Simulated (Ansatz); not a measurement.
Total energies of CH₅Al₂N (`[AlH2][N]1[CH2][AlH]1`).

```xyz
9

Al   -1.0892   -1.3063    0.6321
N     0.1027   -0.0778    0.1891
C     0.1577    0.9073   -0.9830
Al    1.5587    0.9010    0.2975
H    -0.8070   -2.1563    1.9427
H    -2.3820   -1.5290   -0.2639
H     0.2447    0.4362   -1.9626
H    -0.6429    1.6476   -0.9860
H     2.8573    1.1772    1.1340
```

The species carries charge 0 and has multiplicity 1. The geometry is a stationary point of PBE0-D4/def2-TZVP. Basis def2-TZVPP, Ansatz.

RPA on PBE orbitals: Hartree–Fock energy of these orbitals -579.03529 Eh, correlation -0.92426 Eh (frozen core).

| functional | energy without D4 (Eh) | D4 term (kJ/mol) |
| --- | --- | --- |
| LDA (SPW92) | -577.80303 | – |
| r2SCAN | -580.63561 | -4.1 |

Problem. Give the same for PBE, revPBE, BLYP, B97M-V, PBE0, B3LYP, r2SCANh, r2SCAN0, HSE06 (plane-wave form), BHLYP, CAM-B3LYP, LC-ωPBE, ωB97X-V, ωB97M-V, B2PLYP, PBE-QIDH. (An estimate is asked.)

Solution. Computed: 
```tsv
functional	energy without D4 (Eh)	D4 term (kJ/mol)
PBE	-580.34561	-17.6
revPBE	-580.60983	-50.0
BLYP	-580.71694	-38.4
B97M-V	-580.63236	–
PBE0	-580.39898	-14.9
B3LYP	-580.79880	-28.7
r2SCANh	-580.62615	-4.5
r2SCAN0	-580.61289	-5.0
HSE06 (plane-wave form)	-580.38151	-14.0
BHLYP	-580.69107	-23.8
CAM-B3LYP	-580.70939	-15.3
LC-ωPBE	-580.51373	–
ωB97X-V	-580.63690	–
ωB97M-V	-580.66939	–
B2PLYP	-580.43391	–
PBE-QIDH	-580.20875	–
```

B3LYP takes the VWN-RPA correlation (the form of Gaussian; ORCA's B3LYP/G). HSE06 is the plane-wave form, built on full-range PBE exchange. The double hybrids freeze the cores in their second-order part.

LC-ωPBE has ω = 0.4 bohr⁻¹.
